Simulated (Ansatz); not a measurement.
`[CH3][Ga]([CH3])[C]#N`, charge 0, multiplicity 1.

Task: Give a relaxed structure at PBE0-D4/def2-TZVP (Ansatz). (Best estimate.)

Result: Computed: 
Cartesian coordinates in Å:
```
C 0.0304 1.0027 -1.5908
Ga -0.1565 0.0515 0.1036
C 0.9454 -1.3232 0.9443
C -1.7412 0.5718 1.1531
N -2.6693 0.8759 1.7679
H 0.9138 0.6920 -2.1486
H -0.8564 0.8336 -2.2070
H 0.0888 2.0780 -1.4038
H 0.3443 -2.2189 1.1211
H 1.8115 -1.5916 0.3395
H 1.2893 -0.9719 1.9206
```
Point group C2v.
This is one stationary point; other conformers may exist.
